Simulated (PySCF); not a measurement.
B(CF3)(H)(OH) (CH2BF3O), SMILES FC(F)(F)BO. Heavy atoms are numbered as in [BH:1]([C:2]([F:3])([F:4])[F:5])[OH:7]. Hydrogens are named by the atom that carries them.

Geometry: PBE0-D3(BJ)/def2-SVP. The structure was generated by enumeration, and PubChem lists no compound with its InChIKey, so it may never have been made. Other conformers were not sampled.

Computed with KT2/pcSseg-1 run with PySCF.

GIAO shieldings, no solvent; atoms alike by connectivity are averaged. δ = σ(ref) − σ: ¹¹B against BF3 (σ = 89.8 ppm); ¹³C against TMS (σ = 185.1 ppm); ¹⁹F against CFCl3 (σ = 127.1 ppm); ¹H against TMS (σ = 31.47 ppm); ¹⁷O against H2O (σ = 330.4 ppm), references at their B3LYP-D3(BJ)/def2-TZVP geometries, non-relativistic.

```
atoms    nucleus  count     δ (ppm)
-------  -------  -----  ----------
B1 (BH)      ¹¹B      1        23.9
C2           ¹³C      1  (withheld)
F3           ¹⁹F      3  (withheld)
H on O7       ¹H      1        7.06
H on B1       ¹H      1        5.21
O7 (OH)      ¹⁷O      1  (withheld)
```

Task: Complete the blanks. (The exact figures need the calculation; the answer reports its results.)

Result: 
- F3, δ (ppm): -124.7
- O7 (OH), δ (ppm): 196.9
- C2, δ (ppm): 129.7
